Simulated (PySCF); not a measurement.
# Bond length, frequency and bond energy of CaBe by level of theory

State: ¹Σ⁺ (singlet), closed shell. Set-up: basis Ca x2c-SVPall, Be x2c-SVPall; spin-free X2C with a Gaussian nucleus; PySCF 2.14. De refers to Ca + Be in their ground configurations, without counterpoise correction. A positive dipole means Ca(−)Be(+). Levels whose curve was spin-contaminated or gave no clean fit are not listed.

| Level | Re (Å) | ωe (cm⁻¹) | De (eV) | μ (D) | CPU s a point (SCF and correlation, without the integrals) |
| --- | --- | --- | --- | --- | --- |
| PBE | 3.267 | 193 | 0.347 | -1.13 | 0.31 |
| r²SCAN | 3.309 | 187 | 0.319 | -1.10 | 0.45 |
| PBE0 | 3.359 | 168 | 0.246 | -0.90 | 0.56 |
| r²SCAN0 | 3.394 | 162 | 0.232 | -0.90 | 0.46 |
| HSE06 | 3.346 | 171 | 0.261 | -0.94 | 0.52 |
| M06-2X | 3.520 | 123 | 0.141 | -0.33 | 0.43 |
| B2PLYP | 3.553 | 112 | 0.075 | -0.37 | 0.25 |

Question: What does a quarter of exact exchange do here, going from PBE to PBE0?

Answer: PBE0 less PBE: +9.2 pm in Re, -13.0 % in ωe, -0.10 eV in De. Exact exchange removes part of the self-interaction that spreads semilocal densities, and in most molecules shortens and stiffens the bond and lowers De; here Re and ωe go the other way.

Question: What does the step from GGA to meta-GGA do here, going from PBE to r²SCAN?

Answer: r²SCAN less PBE: +4.2 pm in Re, -3.1 % in ωe, -0.03 eV in De. 

Correlated steps freeze 5 core orbitals. Closed-shell solutions of metal pairs were not tested for spin polarisation, which can lower them a little. The bond is weak. Basis-set superposition, not corrected here, can be much of De in a small basis, most of all at correlated wavefunction levels. Functionals without a dispersion term scatter widely for such bonds, and LDA overbinds them. B2PLYP dipoles, levels and charges come from its SCF part alone.

The whole job (state search and all levels along the bond) took about 1.2 min on 1 thread of Arm Neoverse V1 (shared host), peak memory 0.43 GiB.
